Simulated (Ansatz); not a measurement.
Process, species as SMILES: CNB(C)C [N-dimethylboranylmethanamine] → C[B]C + C[NH] (the B-N bond at the site shown breaks; other sites are not compared here)
Structures are relaxed separately at B3LYP-D3(BJ)/def2-TZVP in Ansatz (a first-principles code), one conformer each, not searched for the lowest.
Geometry of the first species:
```
B
N 1 1.4010
H 2 1.0090 1 117.81
C 2 1.4512 3 113.30 1 -179.07
H 4 1.0874 2 109.85 3 179.83
H 4 1.0940 5 107.80 2 121.66
H 4 1.0940 5 108.01 6 116.43
C 1 1.5813 2 118.55 3 0.00
H 8 1.0935 1 114.41 2 -3.02
H 8 1.0951 9 107.69 1 123.53
H 8 1.0953 9 107.63 10 113.42
C 1 1.5843 2 121.32 3 -178.94
H 12 1.0918 1 111.84 2 -160.66
H 12 1.0926 13 107.67 1 -126.04
H 12 1.0965 13 106.46 14 -113.83
```
Charge 0, spin multiplicity 1.

Property: bond dissociation energy (electronic energy difference), in kcal/mol. Cores are frozen in the correlated levels unless marked. UHF or UKS for open shells. Spin-orbit coupling is left out. Non-relativistic. Basis-set limits of correlation are two-point, X^-3; Hartree-Fock from the larger set. The bracket is a focal-point correction in the basis named.

```json
[
 {"level": "HF/6-31G", "program": "Ansatz", "bond dissociation energy (kcal/mol)": "109.1", "minus last row": "-27.9"},
 {"level": "PBE-D3(BJ)/def2-TZVPD", "program": "Ansatz + dftd3", "bond dissociation energy (kcal/mol)": "131.6", "minus last row": "-5.4"},
 {"level": "BLYP-D4/def2-TZVPD", "program": "Ansatz + dftd4", "bond dissociation energy (kcal/mol)": "128.7", "minus last row": "-8.3"},
 {"level": "r2SCANh-D4/def2-TZVPD", "program": "Ansatz + dftd4", "bond dissociation energy (kcal/mol)": "127.1", "minus last row": "-9.9"},
 {"level": "B2GP-PLYP/def2-TZVPD", "program": "Ansatz", "bond dissociation energy (kcal/mol)": "133.5", "minus last row": "-3.5"},
 {"level": "B2PLYP-D3(BJ)/def2-TZVPD", "program": "Ansatz + dftd3", "bond dissociation energy (kcal/mol)": "133.5", "minus last row": "-3.5"},
 {"level": "MP2/6-31G*", "program": "Ansatz", "bond dissociation energy (kcal/mol)": "139.1", "minus last row": "2.1"},
 {"level": "MP2/cc-pVTZ", "program": "Ansatz", "bond dissociation energy (kcal/mol)": "142.2", "minus last row": "5.2"},
 {"level": "RI-MP2/aug-cc-pVTZ", "program": "Ansatz", "bond dissociation energy (kcal/mol)": "141.7", "minus last row": "4.7"},
 {"level": "RI-MP2/CBS(cc-pVTZ,cc-pVQZ)", "program": "Ansatz", "bond dissociation energy (kcal/mol)": "144.1", "minus last row": "7.1"},
 {"level": "CCSD/cc-pVDZ", "program": "Ansatz", "bond dissociation energy (kcal/mol)": "129.8", "minus last row": "-7.2"},
 {"level": "CCSD(T)/STO-3G", "program": "Ansatz", "bond dissociation energy (kcal/mol)": "151.6", "minus last row": "14.6"},
 {"level": "CCSD(T)/6-31G", "program": "Ansatz", "bond dissociation energy (kcal/mol)": "132.8", "minus last row": "-4.2"},
 {"level": "CCSD(T)/6-31G*", "program": "Ansatz", "bond dissociation energy (kcal/mol)": "133.5", "minus last row": "-3.5"},
 {"level": "RI-MP2/CBS(aug-cc-pVTZ,aug-cc-pVQZ)+[CCSD(T)-MP2]/aug-cc-pVTZ", "program": "Ansatz", "bond dissociation energy (kcal/mol)": "137.0", "minus last row": "0.0"}
]
```
